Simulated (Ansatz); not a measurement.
Consider the cleavage of the B–Si bond: `[SiH3]B[SiH2][SiH3]` + `[SiH3]S` → `[SiH3]BS[SiH3]` + `[SiH3][SiH3]`.

Computed with Ansatz on PBE0-D4/def2-TZVP structures; ΔE is electronic, products minus reactants. CCSD(T)/CBS is the MP2 limit (def2-TZVPP, def2-QZVPP) plus CCSD(T) − MP2 in def2-TZVPP, frozen cores. DFT in def2-TZVPP. One conformer a species, not always the lowest.

```json
{"level": "PBE-D4", "ΔE (kcal/mol)": "-23.6"}
{"level": "B2PLYP", "ΔE (kcal/mol)": "-25.9"}
{"level": "r2SCAN", "ΔE (kcal/mol)": "-24.4"}
{"level": "HF/def2-TZVPP", "ΔE (kcal/mol)": "-25.5"}
{"level": "CCSD(T)/def2-TZVPP", "ΔE (kcal/mol)": "-25.1"}
{"level": "HF/def2-QZVPP", "ΔE (kcal/mol)": "-25.4"}
{"level": "MP2/def2-QZVPP", "ΔE (kcal/mol)": "-26.9"}
{"level": "MP2/CBS(def2)", "ΔE (kcal/mol)": "-26.9"}
```

**Question.** What does CCSD(T)/CBS give? (Estimate.)

**Answer.** The calculation gave: -24.9 kcal/mol. The listed levels differ from it by 1.3, -1.0, 0.5, -0.6, -0.2, -0.5, -2.0, -2.0 kcal/mol.

Largest T1 diagnostic among the species: 0.015.
